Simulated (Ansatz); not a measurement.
The molecule SiS, closed-shell singlet (the spin of the measured ground state).

D_e counts from the fitted minimum to each atom's lowest state at the same level, without counterpoise. The singlet is restricted.

Cores are frozen in the correlated methods. CBS(a, b) extrapolates the correlation energy as X⁻³ and adds the Hartree–Fock energy of set b.

Programs: Ansatz (Gaussian basis) for Hartree–Fock, density functionals and correlated methods. Each number belongs to the level named beside it.

```
level                                          bond energy D_e (eV)
---------------------------------------------  --------------------
SVWN5/def2-TZVPP                                                ___
PBE0/def2-TZVPP                                               6.199
wB97M-V/def2-TZVPP                                            6.475
B2PLYP/def2-TZVPP                                             6.223
CCSD/aug-cc-pV(Q+d)Z                                          5.946
CCSD/def2-QZVPP                                               5.922
CCSD(T)/aug-cc-pV(T+d)Z                                       6.061
CCSD(T)/CBS(aug-cc-pV(T+d)Z, aug-cc-pV(Q+d)Z)                 6.383
CCSD(T)/CBS(def2-TZVPP, def2-QZVPP)                           6.363
```

Q: Fill in the missing entries.

A: 
- SVWN5/def2-TZVPP, bond energy D_e (eV): 7.359

Ansatz is an electronic-structure program.
